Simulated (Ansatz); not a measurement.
Species: C4H11InO2, SMILES `C[CH2][In]([O]C)[O]C` (charge 0, multiplicity 1).

Task: Give a relaxed geometry from CAM-B3LYP-D3(BJ)/def2-SVP (Ansatz, an electronic-structure program).

Result: Several could match; the one computed here: the end point of this relaxation, one of several conformers (outside a Z-matrix the atoms follow the SMILES, hydrogens last).
Z-matrix (Å, degrees):
```
In
O 1 1.9954
C 2 1.3944 1 127.88
H 3 1.1051 2 109.41 1 -169.78
H 3 1.1074 4 106.79 2 -123.45
H 3 1.1081 4 106.75 5 -114.10
O 1 1.9976 2 114.97 3 5.44
C 7 1.3935 1 128.72 2 4.71
H 8 1.1054 7 109.49 1 -170.49
H 8 1.1078 9 106.76 7 -123.47
H 8 1.1084 9 106.71 10 -113.99
C 1 2.1445 2 124.19 3 -174.58
H 12 1.1002 1 106.28 2 -54.97
H 12 1.1002 13 106.27 1 -112.83
C 12 1.5259 13 111.63 14 -121.89
H 15 1.0999 12 112.04 13 179.39
H 15 1.0999 16 106.93 12 -123.12
H 15 1.1022 16 107.36 17 -114.95
```
